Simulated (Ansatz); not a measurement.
C₃H₃F₃, SMILES F[C@H]1CC1(F)F.

Coordinates come from a PBE0-D3(BJ)/def2-SVP optimisation. The structure was generated by enumeration; whether it is a known compound was not checked.

Two levels are set side by side: PBE/def2-SVPD (Ansatz, a quantum-chemistry and plane-wave program) and CAM-B3LYP/def2-SVPD (Ansatz). Energy differences of separate SCF runs at the same geometry; the states with an electron removed or added have multiplicity 2 and 2. Differences are taken from unrounded values.

| quantity | PBE |
|---|---|
| vertical ionisation energy (eV) | 10.52 |
| vertical singlet–triplet gap (eV) | 6.50 |

### Question
These are the PBE values. What does CAM-B3LYP give? (The exact figures need the calculation; the answer reports its results.)

### Answer

```tsv
quantity	CAM-B3LYP	PBE minus CAM-B3LYP
vertical ionisation energy (eV)	11.21	-0.69
vertical singlet–triplet gap (eV)	7.40	-0.90
```
